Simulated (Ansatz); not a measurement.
C₄Cl₃CoO₄Si, SMILES `[O+]#[C][Co-4]([C]#[O+])([C]#[O+])([C]#[O+])[Si](Cl)(Cl)Cl` at its PBE0-D4/def2-TZVP geometry, where that method's forces vanish. Charge 0, multiplicity 1.

```xyz
13

O    -1.1665    0.3809   -2.6640
C    -0.9242    0.2045   -1.5709
Co   -0.5903   -0.0794    0.1622
C    -2.3013   -0.3110    0.6325
O    -3.3828   -0.4577    0.9299
C    -0.3048    1.3240    1.2322
O    -0.1535    2.2117    1.9204
C    -0.0463   -1.6986    0.6890
O     0.2693   -2.7316    1.0322
Si    1.5867    0.2136   -0.4361
Cl    2.2095   -1.1567   -1.8295
Cl    1.9351    2.0625   -1.2531
Cl    2.8691    0.0379    1.1552
```

What forces (eV/Å) does PBE-D4/def2-TZVPP give on these atoms in Ansatz 0.2.0? (Best estimate.)

Computed: 
```
O1  -0.425  0.296 -1.842
C2   0.410 -0.265  1.660
Co3 -0.119 -0.016  0.033
C4   1.677  0.228 -0.461
O5  -1.894 -0.257  0.521
C6  -0.191 -1.351 -1.063
O7   0.240  1.497  1.166
C8  -0.443  1.584 -0.535
O9   0.517 -1.747  0.584
Si10-0.043 -0.006  0.012
Cl11 0.072 -0.204 -0.200
Cl12 0.031  0.269 -0.114
Cl13 0.169 -0.028  0.239
```
